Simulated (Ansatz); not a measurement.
Stepwise reaction of `COB(O)O` with methanol, as a gas-phase model of exchange steps in deposition or etching. ΔE in kJ/mol.

Computed with Ansatz on PBE0-D4/def2-TZVP structures; ΔE is electronic, products minus reactants. CCSD(T)/CBS is the MP2 limit (def2-TZVPP, def2-QZVPP) plus CCSD(T) − MP2 in def2-TZVPP, frozen cores. This one scheme is used for every species. Functionals use def2-TZVPP. B3LYP here is the variant with VWN-RPA as its local correlation; programs differ in this. One conformer a species, not always the lowest.

```tsv
step	reaction	PBE-D4	B3LYP-D4	ωB97M-V	CCSD(T)/CBS
1	`COB(O)O` + CH₃OH → `COB(O)OC` + H₂O	-0.3	-1.9	-0.9	-4.4
2	`COB(O)OC` + CH₃OH → `COB(OC)OC` + H₂O	-1.3	-3.3	-2.7	-6.2
```

(1) By hand: ΔE of the 2 steps together at CCSD(T)/CBS.

Results:

(1) (-4.4) + (-6.2) = -10.6 kJ/mol, or -5.3 kJ/mol a step.

In ΔE the steps differ by no more than 1.8 kJ/mol. PBE-D4 differs from CCSD(T)/CBS by 4.1 to 4.9 kJ/mol a step. Isolated molecules leave out the surface, adducts and barriers. Largest T1 diagnostic: 0.012.
